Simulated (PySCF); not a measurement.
C5H10Si2.
InChI=1S/C5H10Si2/c1-2-6-7-4-3-5-7/h1,7H,3-6H2

Theory: TDDFT PBE0/def2-SVPD, vertical, gas phase, core orbitals frozen in the response in PySCF. One conformer (not necessarily the lowest) at the GFN2-xTB geometry, without solvent, vibrations or thermal averaging. Torsions of this conformer, `[CH:1]#[C:2][SiH2:3][SiH:4]1[CH2:5][CH2:6][CH2:7]1`: C2–Si3–Si4–C5 -43°.

What does the calculation give for the low-lying excited states?

```csv
state,E (eV),E (kJ/mol),λ (nm),f,|μ| (D),"main configurations (H = HOMO, L = LUMO)"
S1,5.90,569,210.2,0.013,0.77,H→L (80%)
S2,6.13,591,202.4,0.045,1.39,"H→L+1 (67%), H-2→L+2 (10%)"
S3,6.15,594,201.5,0.0076,0.57,"H-2→L+1 (49%), H→L (14%), H→L+2 (13%)"
S4,6.30,608,196.9,0.0003,0.11,"H→L+2 (32%), H-2→L+1 (26%), H-3→L (22%)"
S5,6.47,624,191.7,0.029,1.08,"H-1→L (59%), H-2→L (12%), H→L+3 (9%)"
S6,6.55,632,189.4,0.012,0.69,H-1→L+1 (86%)
S7,6.61,638,187.6,0.043,1.31,"H-1→L (26%), H-3→L+1 (24%), H→L+1 (24%)"
S8,6.74,650,183.9,0.0001,0.07,"H-3→L (61%), H→L+2 (24%)"
```

Triplets (Tamm–Dancoff): T1 4.92 eV, H→L+1 (27%), H-2→L+2 (20%), H-3→L+1 (18%); T2 5.27 eV, H→L (77%); T3 5.38 eV, H-2→L+2 (36%), H→L+1 (24%), H-2→L (20%).

The lowest singlet comes at 210 nm (569 kJ/mol) in the ultraviolet; it is weak; its leading configuration is HOMO→LUMO (80%). The strongest level in the table is S2 at 6.13 eV (202 nm, f = 0.045). Löwdin shares by element: HOMO silicon 36%, carbon 20% or more (atoms not listed hold the other 44%); LUMO silicon 48%, carbon 14% or more (atoms not listed hold the other 38%). Of the 8 states listed, 5 reach f = 0.01 and 2 stay under 0.0005. The listed states span 0.84 eV, and the widest gap between neighbours is 0.23 eV (S1 to S2). The oscillator strengths of these states sum to 0.150; summed over the whole spectrum of an exact calculation they would give the number of electrons, 68 (Thomas–Reiche–Kuhn). Only the lowest 8 singlets were computed, as vertical energies without vibronic structure.
